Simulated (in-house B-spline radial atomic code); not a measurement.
A run on Se III (Se2+) (an excited or competing configuration) that did not converge. Method: scalar-relativistic (X2C) wB97X, spin-polarised, spherical fractional occupations, exact exchange averaged over the configuration, Fermi nucleus of rms radius 4.14 fm; computed with an all-electron radial atomic-structure program (B-spline basis).

Command:
```bash
python run_scf.py task.json out
```
Settings (nuclear radius in fm, mass in u):
```
Z                34
configuration    [Ne] 3s2 3p5 3d10 4s2 4p2 4f1
hamiltonian      x2c
method           wb97x
spin_polarised   True
nucleus          fermi
rms_radius       4.14
atomic_mass      79.91652
speed_of_light   137.035999084
exact_exchange   averaged over the configuration
```

First and last ten iterations of the last attempt (damped for 15 steps, keeping 80 % of the old Fock matrix, then DIIS):
```
 iter        energy (Eh)    residual
    1       -2420.077784    4.03e-01
    2       -2421.224197    2.16e-01
    3       -2421.737711    1.38e-01
    4       -2421.959125    8.67e-02
    5       -2422.052551    5.38e-02
    6       -2422.091478    3.32e-02
    7       -2422.107642    2.04e-02
    8       -2422.114400    1.28e-02
    9       -2422.117280    8.98e-03
   10       -2422.118552    6.88e-03
  111       -2422.120158    1.26e-05
  112       -2422.120158    2.04e-06
  113       -2422.120158    2.66e-06
  114       -2422.120158    2.84e-06
  115       -2422.120158    2.54e-06
  116       -2422.120158    2.16e-06
  117       -2422.120158    1.92e-06
  118       -2422.120158    1.89e-06
  119       -2422.120158    1.91e-06
  120       -2422.120158    1.88e-06
 not converged after 120 iterations
```

The smallest residual met was 1.9e-06; the threshold is about 3e-07. Over the last five steps the energy moves by less than 1e-08 hartree, but the orbitals didn't meet the threshold. Run time, properties included: 38 s on 1 thread of Arm Neoverse N1, on a shared host.
